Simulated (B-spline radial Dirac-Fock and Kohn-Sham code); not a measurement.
**Photoabsorption cross section of Sb³⁺ by shell**

System: Sb³⁺, configuration [Kr] 4d10 5s2.

Input of the calculation (task.json; shells as n, l, electrons):

```json
{"items": [{
  "Z": 51,
  "q": 3,
  "cfg": [[1, 0, 2], [2, 0, 2], [2, 1, 6], [3, 0, 2], [3, 1, 6], [3, 2, 10], [4, 0, 2], [4, 1, 6], [4, 2, 10], [5, 0, 2]],
  "A": 121,
  "rrms": 4.6802,
  "do": ["binding", "quiet", "photo"],
  "hv": [30.2, 30.8, 37.6, 52.1, 52.5, 68.6, 77.1, 247.0, 479.0, 859.0, 880.0, 1570.0, 1700.0, 1850.0, 1960.0, 2700.0, 4470.0, 6410.0, 7960.0, 16300.0, 27600.0, 45600.0, 51000.0, 115000.0]
}]}
```

Command: `python xray_run.py task.json out`

Model: Dirac-Hartree-Slater photoionisation with all multipoles and Dirac-Fock thresholds. Program: a radial B-spline solver.

Computed thresholds (eV): K 30531.3, L1 4746.0, L2 4422.6, L3 4174.1, M1 988.2, M2 855.9, M3 809.0, M4 577.8, M5 568.4, N1 202.0, N2 155.3, N3 146.7, N4 71.71, N5 70.47, O1 41.62.

| photon energy (eV) | total (b) | K (%) | L (%) | M (%) | N (%) | O (%) |
| --- | --- | --- | --- | --- | --- | --- |
| 52.1 | 139600 | – | – | – | – | 100.0 |
| 52.5 | 139500 | – | – | – | – | 100.0 |
| 68.6 | 119100 | – | – | – | – | 100.0 |
| 77.1 | 1.832e+07 | – | – | – | 99.4 | 0.6 |
| 247 | 1.370e+06 | – | – | – | 97.8 | 2.2 |
| 479 | 786300 | – | – | – | 98.5 | 1.5 |
| 859 | 2.282e+06 | – | – | 86.9 | 12.9 | 0.2 |
| 880 | 2.174e+06 | – | – | 86.9 | 12.9 | 0.2 |
| 1570 | 639800 | – | – | 86.6 | 13.1 | 0.3 |
| 1700 | 530300 | – | – | 86.5 | 13.3 | 0.3 |
| 1850 | 433500 | – | – | 86.3 | 13.4 | 0.3 |
| 1960 | 377200 | – | – | 86.2 | 13.5 | 0.3 |
| 2700 | 172000 | – | – | 85.6 | 14.0 | 0.3 |
| 4470 | 205900 | – | 76.9 | 19.5 | 3.4 | 0.1 |
| 6410 | 94540 | – | 80.5 | 16.4 | 3.0 | 0.1 |
| 7960 | 53550 | – | 80.7 | 16.2 | 3.0 | 0.1 |
| 16300 | 7652 | – | 80.8 | 15.9 | 3.1 | 0.2 |
| 27600 | 1751 | – | 80.7 | 15.9 | 3.1 | 0.2 |
| 45600 | 2800 | 85.0 | 12.1 | 2.4 | 0.5 | 0.0 |
| 51000 | 2065 | 85.3 | 11.9 | 2.3 | 0.5 | 0.0 |
| 115000 | 209.6 | 86.3 | 11.0 | 2.2 | 0.4 | 0.1 |

Problem. With what power of the photon energy does the total fall between 51000 and 115000 eV?

Solution. As E^-2.81. The non-relativistic Born limit for an s electron far above threshold is E^-3.5; near threshold and at relativistic energies the fall is slower.

Run: 5.2 s of CPU time on 1 thread of Neoverse-N1 (shared host), peak memory 0.40 GiB.
